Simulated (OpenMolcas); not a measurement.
Cr2+ (d4) in a complex was computed by CASSCF with the d shell active (OpenMolcas, ANO-RCC-VDZP on the metal). Its lowest spin-free states, and all those of the highest spin:

| 2S+1 | Degeneracy | E (cm-1) |
| --- | --- | --- |
| 5 | 3 | 0.0 |
| 5 | 2 | 2114 |
| 3 | 3 | 17694 |
| 3 | 3 | 18458 |
| 3 | 3 | 19447 |
| 3 | 2 | 20036 |
| 3 | 3 | 21247 |
| 3 | 3 | 21971 |
| 3 | 3 | 22744 |
| 3 | 1 | 22989 |
| 3 | 3 | 23418 |
| 3 | 2 | 24294 |

Question: Is the site octahedral, tetrahedral or cube-like, axial, or of lower symmetry?

Answer: The states with 2S+1 = 5 have orbital degeneracies 3, 2. Threefold states need a cubic site. For d4 at this spin an octahedron puts the twofold E below the threefold T2 and a tetrahedron or cube puts the threefold T2 below the twofold E, so the site is a tetrahedron or a cube, which this pattern cannot tell apart. The first gap at this spin, 2110 cm-1, is |10Dq| in ligand-field theory. The run had Cr2+ with 4 ligands (bromide) in tetrahedral coordination (Td) at 2.58 Å. A charge of +0.5 e stands 2.4 Å behind each ligand. Ligand basis ANO-RCC-VDZP.

An orbital triplet at a regular site is open to Jahn-Teller coupling, which can distort the site and quench the lowest spin-orbit gaps and is left out. Without dynamic correlation the repulsion within the d shell is too large (B by tens of per cent), so at a given field states of lower spin stand too high. Ligand-to-metal charge-transfer states are missing. With no ligand orbital active B as a rule stays too high, so bands that hang on it stand too high and its fall with covalency is understated. With metal d orbitals alone and no dynamic correlation the field as a rule comes out too small, by tens of per cent, by up to half for chloride and softer ligands. No measured value stands beside these numbers; the geometry is a model, was not optimised and need not be the one that this ion takes.
